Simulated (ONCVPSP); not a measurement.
## Before and after: ONCV potential for cobalt

```
Element                 : Co (Z = 27)
Generator               : ONCVPSP 4.0.1
Type                    : optimised norm-conserving Vanderbilt (ONCV)
Functional              : PBEsol
Relativity              : scalar-relativistic
Frozen core             : [Ne]
Valence charge          : 17
Reference configuration : 3s2 3p6 3d7 4s0.5 (charge +1.5)
Partial waves           : 3s+4s: rc 1.35 bohr, ncon 3, nbas 7, qcut 6.8 1/bohr, 3 projectors, debl 2.3 Ha; 3p: rc 1.00 bohr, ncon 4, nbas 9, qcut 14.4 1/bohr, 2 projectors, debl 1.7 Ha; 3d: rc 1.00 bohr, ncon 4, nbas 8, qcut 16.6 1/bohr, 2 projectors, debl 3.7 Ha
Local potential         : polynomial inside 0.60 bohr (lpopt 5, dvloc0 0 Ha)
Core correction         : none
```

In the p channel the program set the typed energies aside and used -2.914, 0.250 Ha.

Change: all radii scaled by about 1.32 (s 1.78, p 1.32, d 1.32 bohr); local potential polynomial inside 0.80 bohr (lpopt 5, dvloc0 0 Ha).

Cutoffs: the cutoffs (Ha) at which the residual kinetic energy of the hardest occupied pseudo-wave falls to 1 and 0.1 mHa per electron; they do not see the model core or the augmentation charge, which bear on the density cutoff. Errors are all-electron minus pseudo energies relative to the spin-unpolarised reference configuration.

How do hardness, ghosts and transferability respond?

The potential gets softer (99 Ha and 113 Ha → 75 Ha and 87 Ha); of the 4 tests that both files solve, the error grows in 1 and shrinks in 0 by more than 15 % and 0.3 meV (median size 0.8 → 0.9 meV); neither file shows a bound ghost. A larger radius leaves more room for a smooth pseudo-wave, so fewer plane waves are needed.

| quantity | base | changed |
| --- | --- | --- |
| cutoff, loose | 99 Ha | 75 Ha |
| cutoff, tight | 113 Ha | 87 Ha |
| loose cutoff by channel | s 14 Ha, p 47 Ha, d 99 Ha | s 14 Ha, p 41 Ha, d 75 Ha |
| bound ghosts | none | none |
| GHOST(+) flags under 300 eV | none | none |
| error for 3s2 3p6 3d7 4s2, meV [ΔE -16.40 eV] | +2.9 | +3.7 |
| error for 3s2 3p6 3d7 4s1, meV [ΔE -7.35 eV] | +0.8 | +1.0 |
| error for 3s2 3p6 3d7 4s0, meV [ΔE 9.35 eV] | -0.2 | -0.3 |
| error for 3s2 3p6 3d7 4s0 4p2, meV [ΔE -7.38 eV] | +0.7 | +0.7 |
